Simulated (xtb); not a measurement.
B(Br)2(OH) (BBr₂HO), SMILES OB(Br)Br. All values are semi-empirical tight-binding results from xtb (GFN2-xTB unless named), good for trends rather than for accurate numbers. Geometry optimised at GFN2-xTB. One conformer was computed; it need not be the lowest.

Optimised geometry:

Bonds (Å): B1–Br2 1.904, B1–Br3 1.882, B1–O4 1.321, O4–H5 0.958. Bond angles (°): Br2–B1–Br3 119.7, Br2–B1–O4 122.8, Br3–B1–O4 117.6, B1–O4–H5 123.4.

Computed properties:
```json
{
  "point_group_as_xtb_finds_it": "Cs",
  "orbital_gap": "4.90 eV",
  "zero_point_energy": "11.9 kcal/mol",
  "G − E(el) at 298.15 K (modified RRHO)": "-7.4 kcal/mol",
  "static polarisability (D4 model)": "59.1 bohr³",
  "solvation energy, GFN2-xTB/ALPB(water)": "-6.1 kcal/mol",
  "solvation energy, GFN2-xTB/ALPB(benzene)": "-5.0 kcal/mol"
}
```

Q: Give the atomic charges and the Wiberg bond orders between heavy atoms. (The exact figures need the calculation; the answer reports its results.)

A: charges (e) B1 0.49, Br2 -0.22, Br3 -0.18, O4 -0.43, H5 0.33. Bond orders B1–Br2 1.03, B1–Br3 1.07, B1–O4 1.30.
